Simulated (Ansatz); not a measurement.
`OCC[SiH2]O` + `CC(N)=S` → `NC(=S)[SiH2]O` + `CCCO`  (formal exchange of groups at the Si–C bond)

Calculated with Ansatz (gas phase, PBE0-D4/def2-TZVP geometries, no zero-point term in ΔE). CBS: MP2 limit from def2 TZ/QZ plus the TZ coupled-cluster correction, frozen cores. Functionals use def2-TZVPP. Each species was taken in one conformer, which may not be the lowest.

```
             level  ΔE (kcal/mol)  difference from CCSD(T)/CBS
            PBE-D4            3.0                         -0.7
               PBE            2.7                         -1.0
            r2SCAN            3.9                          0.2
     HF/def2-TZVPP            4.4                          0.7
    MP2/def2-TZVPP            4.0                          0.3
CCSD(T)/def2-TZVPP            3.7                          0.0
    MP2/def2-QZVPP            3.9                          0.2
      HF/CBS(def2)            4.4                          0.7
     MP2/CBS(def2)            3.9                          0.2
    CCSD/CBS(def2)            3.9                          0.2
       CCSD(T)/CBS            3.7                            0
```

Largest T1 diagnostic among the species: 0.017.

From PBE to PBE0 (25 % exact exchange), in def2-TZVPP and without D4, ΔE moves by +1.0 kcal/mol.
